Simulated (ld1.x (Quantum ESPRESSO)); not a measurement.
Before and after: TM semilocal potential for Ti

ld1.x (Quantum ESPRESSO) 7.5 input, shortened:

```
&input
   title='Ti', zed=22., rel=1, dft='PW91', iswitch=3,
   config='[Ar] 3d2 4s1 4p1'
 /
 &inputp
   pseudotype=1, tm=.true., lloc=2,
   nlcc=.true., rcore=1.40
 /
3
4S  1  0   1.00   0.00  2.00  2.00  0.0
4P  2  1   1.00   0.00  3.40  3.40  0.0
3D  3  2   2.00   0.00  1.50  1.50  0.0
 &test
   configts(1)='3d2 4s1 4p1'
 /
```

All-electron outer shells of the reference configuration (PW91, scalar-relativistic, ld1.x):

```json
{"shell": "3s", "level (eV)": "-63.98", "outermost node (bohr)": "0.40", "outermost maximum (bohr)": "0.87"}
{"shell": "3p", "level (eV)": "-40.24", "outermost node (bohr)": "0.37", "outermost maximum (bohr)": "0.90"}
{"shell": "3d", "level (eV)": "-5.55", "outermost node (bohr)": "–", "outermost maximum (bohr)": "0.97"}
{"shell": "4s", "level (eV)": "-5.27", "outermost node (bohr)": "1.24", "outermost maximum (bohr)": "2.88"}
{"shell": "4p", "level (eV)": "-2.10", "outermost node (bohr)": "1.38", "outermost maximum (bohr)": "3.70"}
```

Change: all radii but the core radius scaled by about 0.95 (s 1.90, p 3.24, d 1.42 bohr).

Cutoffs: the cutoffs (Ry, on a coarse ladder) from which the occupation-weighted sum of valence levels, in a spherical-Bessel basis at the reference potential, stays within 10 and 1 mRy of its value at 400 Ry; they do not see the model core or the augmentation charge, which bear on the density cutoff. Errors are all-electron minus pseudo energies relative to the spin-unpolarised reference configuration.

How do hardness, ghosts and transferability respond?

The potential gets harder (80 Ry and 90 Ry → 90 Ry and 100 Ry); of the 7 tests that both files solve, the error grows in 0 and shrinks in 2 by more than 15 % and 0.3 meV (median size 16.0 → 13.6 meV); neither file shows a bound ghost. A smaller radius makes the pseudo-wave follow the all-electron one further in, where it bends more sharply, so more plane waves are needed. A semilocal file is local in each channel, so a ghost entry of none says nothing of the separable form that plane-wave codes build from it.

| quantity | base | changed |
| --- | --- | --- |
| cutoff, loose | 80 Ry | 90 Ry |
| cutoff, tight | 90 Ry | 100 Ry |
| loose cutoff by channel (10 mRy a level) | s 15 Ry, p 6 Ry, d 70 Ry | s 18 Ry, p 6 Ry, d 80 Ry |
| bound ghosts | none | none |
| error for 3d2 4s2 4p0, meV [ΔE -3.09 eV] | -0.3 | +0.3 |
| error for 3d2 4s1 4p0, meV [ΔE 4.30 eV] | -3.2 | -3.3 |
| error for 3d2 4s0 4p0, meV [ΔE 17.90 eV] | -16 | -14 |
| error for 3d2.5 4s1.5 4p0, meV [ΔE -2.75 eV] | -44 | -40 |
| error for 3d1 4s2 4p1, meV [ΔE 1.62 eV] | -168 | -41 |
| error for 3d1 4s0 4p0, meV [ΔE 44.95 eV] | -457 | -487 |
| error for 3d2 4s0 4p1, meV [ΔE 8.09 eV] | -0.7 | -0.2 |
